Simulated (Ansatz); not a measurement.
The cluster Sr2S2⁺ (the lowest doublet isomer of a short search) was relaxed with r2SCAN-D4 (def2-TZVP) in Ansatz in these states: charge +1 doublet, charge +1 quartet. The geometries follow in no particular order.

In the def2 sets Sr takes a core potential; there is no spin–orbit coupling.

A:

Cartesian coordinates in Å:
```
Sr 1.048 -0.739 2.109
Sr -1.047 0.739 -2.109
S -0.744 -1.127 -0.025
S 0.744 1.127 0.026
```

B:

```xyz
4

Sr    0.6894   -1.4711   -1.3908
Sr   -0.6901    1.4772    1.3839
S    -1.5159   -0.4730   -0.2511
S     1.5167    0.4669    0.2579
```

Judge from the bond lengths which geometry belongs to which state (an estimate).

A is the charge +1 quartet (Sr1–Sr2 4.936 Å, Sr1–S3 2.814 Å, Sr2–S3 2.814 Å); B is the charge +1 doublet (Sr1–Sr2 4.277 Å, Sr1–S3 2.675 Å, Sr2–S3 2.676 Å).

At PBE0-D4/def2-TZVP a doublet lies 2.62 eV below the charge +1 quartet. These are the stationary points nearest to one start from a short search; other shapes may lie lower in each state.
